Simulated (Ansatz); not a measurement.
System: GaNH₄, charge 0, singlet. GaNH4 (SMILES [NH2][GaH2]).
B3LYP-D3(BJ)/def2-TZVP minimum from Ansatz (a first-principles code):
```
Ga
N 1 1.8237
H 2 1.0068 1 124.05
H 2 1.0068 3 111.90 1 180.00
H 1 1.5616 2 116.53 3 0.00
H 1 1.5616 5 126.93 2 180.00
```

Hartree-Fock and CCSD(T) correlation energies in hartree (Ansatz). Open shells are spin-unrestricted; no spin-orbit coupling. Cores are frozen in correlated methods (noble-gas shells, and filled d and f shells in the p block). No relativity.

| basis | X | E(HF) | E(corr, CCSD(T)) |
|---|---|---|---|
| cc-pVTZ | 3 | -1980.09240 | -0.34043 |
| cc-pVQZ | 4 | -1980.10108 | -0.35881 |
| cc-pV5Z | 5 | -1980.10273 | withheld |

Problem. Fit E(corr) = E∞ + A/X³ to X = 3 and 4, predict X = 5, and compare with the run.

Solution. A = (-0.34043 - (-0.35881))/(1/27 - 1/64) = 0.8584; E∞ = -0.35881 - A/64 = -0.37222; at X = 5, E∞ + A/125 = -0.36536. The run gave -0.36474, 0.62 mEh above the prediction. The same form on X = 4 and 5 gives E∞ = -0.37096, 1.26 mEh above the first estimate.
